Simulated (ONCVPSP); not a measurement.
# Ne: ONCV pseudisation with LDA (Perdew-Wang 92), scalar-relativistic reference atom.

neon (Ne), optimised norm-conserving Vanderbilt (ONCV), made with ONCVPSP 4.0.1 (LDA (Perdew-Wang 92), scalar-relativistic). Core none, reference 1s2 2s2 2p6. Waves: 1s+2s: rc 0.40 bohr, ncon 4, nbas 7, qcut 38.9 1/bohr, 2 projectors; 2p: rc 1.40 bohr, ncon 3, nbas 7, qcut 7.7 1/bohr, 2 projectors, debl 1.1 Ha; d scattering state at 0.11 Ha: rc 1.45 bohr, ncon 4, nbas 9, qcut 6.7 1/bohr, 2 projectors, debl 1.2 Ha. Local part: polynomial inside 0.35 bohr (lpopt 5, dvloc0 3 Ha). Core correction: none.

(1) Estimate the cutoffs (Ha) at which the residual kinetic energy of the hardest occupied pseudo-wave falls to 1 and 0.1 mHa per electron.

(2) What does a ghost test show?

(3) Tests: 1s2 2s2 2p5; 1s2 2s2 2p4; 1s2 2s2 2p3; 1s2 2s2 2p2. Which has the largest error in its energy relative to the reference configuration, and how large is it?

Answers

(1) 522 Ha and 593 Ha.

(2) No bound ghost flagged; GHOST(+) flagged for d at 39.9 eV.

(3) 1s2 2s2 2p2, with +6612 meV (all-electron minus pseudo) on +228.30 eV.
